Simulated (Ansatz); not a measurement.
`OB(F)O[SiH3]` + HCl → `OB(Cl)O[SiH3]` + H–F  (ligand exchange at a B–F bond)

Isolated molecules relaxed with PBE0-D4/def2-TZVP in Ansatz; ΔE leaves out vibrations. CBS: MP2 limit from def2 TZ/QZ plus the TZ coupled-cluster correction, frozen cores. This one scheme is used for every species. DFT in def2-TZVPP. HSE06 is defined as in plane-wave codes. One conformer a species, not always the lowest.

```
    level  ΔE (eV)
revPBE-D4     0.47
    HSE06     0.57
```

Problem. What does CCSD(T)/CBS give? (An estimate is asked.)

Solution. Computed: +0.55 eV. The listed levels differ from it by -0.08, 0.02 eV.

Problem. What do rigid-rotor, harmonic-oscillator terms from PBE0-D4/def2-TZVP frequencies (298.15 K, 1 bar) make of the CCSD(T)/CBS value? (Estimate.)

Solution. Computed: ΔZPE = +0.03 eV, ΔH = +0.59 eV, ΔS = -1 J/(mol·K), ΔG = +0.60 eV.

Largest T1 diagnostic among the species: 0.012.

At CCSD(T), def2-SVP lies +0.16 eV from the extrapolated value and def2-TZVPP +0.05 eV. In def2-TZVPP, CCSD(T) changes the Hartree–Fock value by −0.19 eV (the triples alone add −0.04 eV) and MP2 by −0.26 eV.
